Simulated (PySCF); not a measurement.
[PbF3(NH3)]+ at several levels of theory

Computed with PySCF 2.14.0 (density fitting, no spin-orbit coupling) at the geometry relaxed with PBE0:

```xyz
8
[PbF3(NH3)]+ (singlet)
Pb    0.0425   -0.0425    0.0425
F     1.2993    1.3391    0.7226
F    -1.3391   -0.7226    1.2993
F     0.7226   -1.2993   -1.3391
N    -1.2897    1.2897   -1.2897
H    -2.2842    1.0668   -1.1542
H    -1.1542    2.2842   -1.0668
H    -1.0668    1.1542   -2.2842
```

```json
{"level": "PBE0", "basis": "Pb def2-SVP with ECP60, F def2-SVP, N def2-SVP, H def2-SVP", "state": "singlet", "HOMO (eV)": "-16.55", "gap (eV)": "6.08", "charge on Pb1 (e)": "1.51", "dipole about the centre of mass (D)": "7.52", "largest force component (eV/Å)": "0.02"}
{"level": "PBE0", "basis": "Pb def2-TZVP with ECP60, F def2-TZVP, N def2-TZVP, H def2-TZVP", "state": "singlet", "HOMO (eV)": "-16.70", "gap (eV)": "6.12", "charge on Pb1 (e)": "1.58", "dipole about the centre of mass (D)": "7.55", "largest force component (eV/Å)": "0.55"}
```

Charges are Mulliken's, which hang on the basis. The relaxation used the grid (50, 194), these runs (75, 302) or, all-electron (x2c bases, spin-free X2C Hamiltonian), (99, 590).

Q: A further run in the first row's basis gives HOMO (eV) -14.57, gap (eV) 3.46, charge on Pb1 (e) 1.38, dipole about the centre of mass (D) 7.41, largest force component (eV/Å) 0.45. Which level was it?
A. wB97X
B. TPSS

A: B. The others give HOMO -19.00 eV (wB97X).

In the first row's basis the gap widens with exact exchange: 3.5 eV for TPSS (none); 6.1 eV for PBE0 (a fixed share); 10.7 eV for wB97X (rising or full at long range).
